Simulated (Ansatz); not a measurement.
Calculated with Ansatz (gas phase, PBE0-D4/def2-TZVP geometries, no zero-point term in ΔE). CCSD(T)/CBS adds triple-zeta CCSD(T) − MP2 to the extrapolated MP2 energy (def2 sets, frozen cores). DFT in def2-TZVPP. B3LYP here is the variant with VWN-RPA as its local correlation; programs differ in this. One conformer a species, not always the lowest.

`CB1[SiH2]S1` + `CNB(Cl)Cl` → `ClB1[SiH2]S1` + `CNB(C)Cl`  (redistribution)

```tsv
level	ΔE (kJ/mol)
B3LYP-D4	2.2
PBE0	3.8
LC-ωPBE	4.7
CCSD/def2-SVP	3.9
CCSD(T)/def2-SVP	3.2
CCSD(T)/def2-TZVPP	2.7
HF/CBS(def2)	5.2
MP2/CBS(def2)	3.3
```

(1) What does CCSD(T)/CBS give? (Best estimate.)

Largest T1 diagnostic among the species: 0.015.

## Answers

(1) The calculation gave: +3.1 kJ/mol. The listed levels differ from it by -0.9, 0.7, 1.6, 0.8, 0.1, -0.4, 2.1, 0.2 kJ/mol.

Leaving LDA and LC-ωPBE aside and taking each functional with its dispersion term where it has one, the values, not all of them listed here, spread over 3.3 kJ/mol, from BLYP-D4 to B97M-V.
